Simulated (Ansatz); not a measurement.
formic acid (CH2O2), singlet, at a GFN2-xTB geometry, atoms displaced at random by about 0.05 Å a coordinate; HF/cc-pVDZ in Ansatz (a first-principles code).

Input for Ansatz:
Ansatz 0.2 input:
```yaml
crystal:
  periodic: [false, false, false]
  atoms:
    - {symbol: O, position_ang: [-0.99137293, -0.41510927, -0.01014316]}
    - {symbol: C, position_ang: [-0.01963911, 0.48345889, 0.05321559]}
    - {symbol: O, position_ang: [1.13511345, 0.11484008, 0.00332726]}
    - {symbol: H, position_ang: [-0.65911069, -1.43747089, 0.07741584]}
    - {symbol: H, position_ang: [-0.33867637, 1.54200555, -0.10454970]}
basis:
  gaussian:
    orbitals: cc-pVDZ
hamiltonian:
  xc: hf
relax: {f_tol: 0.05}
```

**Question.** Write the output that Ansatz gives for this input, abridged.

**Answer.** 
```
Functional definition: HF
539 factors; integrals over basis functions are off by at most 4.3e-4 eV
mean field evaluation 1: about -5133.4082 eV, gradient 3.9e1 eV
mean field evaluation 2: about -5133.4087 eV, gradient 3.9e1 eV
mean field evaluation 4: about -5136.3727 eV, gradient 3.3e0 eV
mean field evaluation 8: about -5136.4183 eV, gradient 2.2e-1 eV
mean field -5136.41867966 eV, -188.7599048877 hartree, gradient 1.6e-5 eV, S^2 0.000000; 0 other end points of the search recorded, 0 dependent functions left out
the calculation of the forces begins
reference -5136.41867966 eV, -188.7599048877 hartree; 12, 12 occupied and 40, 40 virtual orbitals, 539 factors
relax step   1: F+E_penalty+E_count = -5136.41867966 eV  Δ(F+E_penalty+E_count) = +0.000e0 eV  max|allowed force component| = 5.017e0 eV/Å  Δτ_max = 0.0000 Å  (32 SCF iters, accepted)
these checks for a lower state are left out or cut short: starts, cluster_reference, orbital_swaps, neighbouring_geometries, increment
539 factors; integrals over basis functions are off by at most 4.7e-4 eV
mean field evaluation 16: about -5136.6454 eV, gradient 1.7e-2 eV
mean field -5136.64541071 eV, -188.7682371003 hartree, gradient 1.2e-5 eV, S^2 0.000000; 0 other end points of the search recorded, 0 dependent functions left out
the calculation of the forces begins
reference -5136.64541071 eV, -188.7682371003 hartree; 12, 12 occupied and 40, 40 virtual orbitals, 539 factors
relax step   2: F+E_penalty+E_count = -5136.64541071 eV  Δ(F+E_penalty+E_count) = -2.267e-1 eV  max|allowed force component| = 4.109e0 eV/Å  Δτ_max = 0.1947 Å  (32 SCF iters, accepted)
these checks for a lower state are left out or cut short: starts, cluster_reference, orbital_swaps, neighbouring_geometries, increment
539 factors; integrals over basis functions are off by at most 4.1e-4 eV
mean field -5136.35052810 eV, -188.7574003642 hartree, gradient 1.9e-5 eV, S^2 0.000000; 0 other end points of the search recorded, 0 dependent functions left out
the calculation of the forces begins
reference -5136.35052810 eV, -188.7574003642 hartree; 12, 12 occupied and 40, 40 virtual orbitals, 539 factors
relax step   3: F+E_penalty+E_count = -5136.35052810 eV  Δ(F+E_penalty+E_count) = +2.949e-1 eV  max|allowed force component| = 1.149e1 eV/Å  Δτ_max = 0.1148 Å  (31 SCF iters, rejected (line search))
these checks for a lower state are left out or cut short: starts, cluster_reference, orbital_swaps, neighbouring_geometries, increment
539 factors; integrals over basis functions are off by at most 4.1e-4 eV
mean field -5136.92252192 eV, -188.7784207493 hartree, gradient 7.3e-5 eV, S^2 0.000000; 0 other end points of the search recorded, 0 dependent functions left out
the calculation of the forces begins
reference -5136.92252192 eV, -188.7784207493 hartree; 12, 12 occupied and 40, 40 virtual orbitals, 539 factors
relax step   4: F+E_penalty+E_count = -5136.92252192 eV  Δ(F+E_penalty+E_count) = -2.771e-1 eV  max|allowed force component| = 2.119e0 eV/Å  Δτ_max = 0.0559 Å  (26 SCF iters, accepted)
these checks for a lower state are left out or cut short: starts, cluster_reference, orbital_swaps, neighbouring_geometries, increment
539 factors; integrals over basis functions are off by at most 4.4e-4 eV
mean field evaluation 32: about -5137.0358 eV, gradient 5.7e-2 eV
mean field -5137.03579404 eV, -188.7825834229 hartree, gradient 2.9e-5 eV, S^2 0.000000; 0 other end points of the search recorded, 0 dependent functions left out
the calculation of the forces begins
reference -5137.03579404 eV, -188.7825834229 hartree; 12, 12 occupied and 40, 40 virtual orbitals, 539 factors
relax step   5: F+E_penalty+E_count = -5137.03579404 eV  Δ(F+E_penalty+E_count) = -1.133e-1 eV  max|allowed force component| = 6.887e-1 eV/Å  Δτ_max = 0.0605 Å  (26 SCF iters, accepted)
these checks for a lower state are left out or cut short: starts, cluster_reference, orbital_swaps, neighbouring_geometries, increment
539 factors; integrals over basis functions are off by at most 3.8e-4 eV
mean field -5137.05621040 eV, -188.7833337103 hartree, gradient 1.2e-5 eV, S^2 0.000000; 0 other end points of the search recorded, 0 dependent functions left out
the calculation of the forces begins
reference -5137.05621040 eV, -188.7833337103 hartree; 12, 12 occupied and 40, 40 virtual orbitals, 539 factors
relax step   6: F+E_penalty+E_count = -5137.05621040 eV  Δ(F+E_penalty+E_count) = -2.042e-2 eV  max|allowed force component| = 1.403e-1 eV/Å  Δτ_max = 0.0305 Å  (26 SCF iters, accepted)
these checks for a lower state are left out or cut short: starts, cluster_reference, orbital_swaps, neighbouring_geometries, increment
539 factors; integrals over basis functions are off by at most 3.6e-4 eV
mean field -5137.05721152 eV, -188.7833705010 hartree, gradient 2.4e-5 eV, S^2 0.000000; 0 other end points of the search recorded, 0 dependent functions left out
the calculation of the forces begins
reference -5137.05721152 eV, -188.7833705010 hartree; 12, 12 occupied and 40, 40 virtual orbitals, 539 factors
relax step   7: F+E_penalty+E_count = -5137.05721152 eV  Δ(F+E_penalty+E_count) = -1.001e-3 eV  max|allowed force component| = 6.669e-2 eV/Å  Δτ_max = 0.0100 Å  (26 SCF iters, accepted)
these checks for a lower state are left out or cut short: starts, cluster_reference, orbital_swaps, neighbouring_geometries, increment
539 factors; integrals over basis functions are off by at most 3.7e-4 eV
mean field -5137.05729858 eV, -188.7833737004 hartree, gradient 2.3e-5 eV, S^2 0.000000; 0 other end points of the search recorded, 0 dependent functions left out
the calculation of the forces begins
reference -5137.05729858 eV, -188.7833737004 hartree; 12, 12 occupied and 40, 40 virtual orbitals, 539 factors
relax step   8: F+E_penalty+E_count = -5137.05729858 eV  Δ(F+E_penalty+E_count) = -8.706e-5 eV  max|allowed force component| = 3.613e-3 eV/Å  Δτ_max = 0.0017 Å  (26 SCF iters, accepted)
539 factors; integrals over basis functions are off by at most 3.7e-4 eV
mean field -5137.05729858 eV, -188.7833737004 hartree, gradient 2.3e-5 eV, S^2 0.000000; 1 other end points of the search recorded, 0 dependent functions left out
the calculation of the forces begins
reference -5137.05729858 eV, -188.7833737004 hartree; 12, 12 occupied and 40, 40 virtual orbitals, 539 factors
Total energy: -5137.05729858 eV, -188.7833737004 hartree
Atom 0 at    -1.005108    -0.422260     0.013118 Å, force    -0.002817    -0.002965    -0.000348 eV/Å
Atom 1 at     0.004996     0.430539    -0.012715 Å, force     0.000832    -0.003312     0.000643 eV/Å
Atom 2 at     1.144286     0.127381     0.026772 Å, force     0.003613     0.002439    -0.000310 eV/Å
Atom 3 at    -0.651163    -1.304796     0.067958 Å, force    -0.001504     0.001954     0.000126 eV/Å
Atom 4 at    -0.366695     1.456860    -0.075867 Å, force    -0.000125     0.001885    -0.000112 eV/Å
Dipole moment:    -0.331097    -0.045034    -0.004323 e Å
```
